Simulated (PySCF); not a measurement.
**UHF on Tl (thallium, neutral)**

Configuration: [Xe] 4f14 5d10 6s2 6p1, 2P determinant. Computed with PySCF 2.14 in x2c-TZVPPall (11s7p6d3f, 83 functions), with scalar relativity by spin-free X2C-1e.

* Total energy: -20243.515297 hartree
* One-electron energy: -27724.0836 hartree
* Hartree (Coulomb) energy: 7861.3934 hartree
* Exchange energy: -380.8251 hartree
* ⟨S²⟩: 0.7590
* ⟨L²⟩: 2.024
* Sum of ⟨r⟩: 48.34 bohr
* Sum of ⟨r²⟩: 70.97 bohr²
* Traceless quadrupole moment −½Σ⟨3z² − r²⟩ along its main axis: -6.92 e·bohr²
* Langevin diamagnetic susceptibility: -56.2 ×10⁻⁶ cm³/mol

```csv
shell,electrons,mean orbital energy (eV),spread (eV),"rms radius, mean of both spins (bohr)"
1s α,1,-86001.6,0,0.0184
1s β,1,-86001.6,0,0.0184
2s β,1,-15466.6,0,0.0742
2s α,1,-15466.6,0,0.0742
2p α,3,-13364.5,0.002,0.0684
2p β,3,-13364.5,0.021,0.0684
3s α,1,-3763.0,0,0.189
3s β,1,-3763.0,0,0.189
3p α,3,-3145.7,0.014,0.192
3p β,3,-3145.6,0.062,0.192
3d β,5,-2473.6,0.051,0.176
3d α,5,-2473.6,0.040,0.176
4s α,1,-878.36,0,0.416
4s β,1,-878.35,0,0.416
4p α,3,-671.69,0.043,0.443
4p β,3,-671.67,0.130,0.443
4d β,5,-418.22,0.124,0.471
4d α,5,-418.22,0.100,0.471
5s α,1,-152.82,0,0.942
5s β,1,-152.81,0,0.942
4f α,7,-138.78,0.119,0.510
4f β,7,-138.78,0.144,0.510
5p α,3,-93.744,0.106,1.08
5p β,3,-93.740,0.292,1.08
5d α,5,-22.921,0.268,1.49
5d β,5,-22.865,0.404,1.49
6s α,1,-12.897,0,2.76
6s β,1,-11.527,0,2.76
6p α,1,-5.215,0,4.10
```

Spin-orbit coupling, absent here, splits the open shell strongly.

Densities and radii are taken from the X2C orbitals without a picture-change correction, which distorts them close to the nucleus.

Spin-orbit constants ζ (cm⁻¹) from the X2C one-electron operator on these orbitals: bare nucleus, nucleus screened by l(l+1)(2l+1)/3 electrons, and screened by the Breit-Pauli mean field of the electrons.

```tsv
shell	bare	screened nucleus	mean field
2p	10210000	9959000	n/a
3p	2302000	2245000	n/a
3d	354700	310900	n/a
4p	551100	537500	n/a
4d	76590	67130	n/a
4f	15850	10370	n/a
5p	92430	90150	n/a
5d	7823	6857	n/a
6p	4437	4327	n/a
```

To first order the Landé constant is A = 4327 cm⁻¹, so the lowest level has J = 1/2 and lies 0.537 eV below the centre of the term. First order in ζ underestimates the shift of the j = l − 1/2 level at high Z.
